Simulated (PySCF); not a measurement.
Method: PBE-D3(BJ)/def2-TZVP // BP86-D3(BJ)/def2-SVP (PySCF 2.14.0). Isolated molecules, 0 K electronic values unless said otherwise. 

Reference species: [Ti(Cl)4] (neutral, multiplicity 1).

The LUMO is -4.62 eV and the mean distance from the central atom to its bonded neighbours is 2.174 Å. The charge on the central atom (Mulliken) comes out as 0.96 e.

Changed species: [Ti(Cl)2(Br)2] (2 of 4 Cl replaced by Br; the reference has 0 of 4 Cl replaced by Br).

### Question
Give the shifts of the LUMO, mean distance from the central atom to its bonded neighbours and charge on the central atom (Mulliken).

### Answer
the LUMO rises by 0.04 eV, to -4.58 eV; the mean distance from the central atom to its bonded neighbours goes up by 0.076 Å, to 2.250 Å; the charge on the central atom (Mulliken) drops by 0.06 e, to 0.90 e.
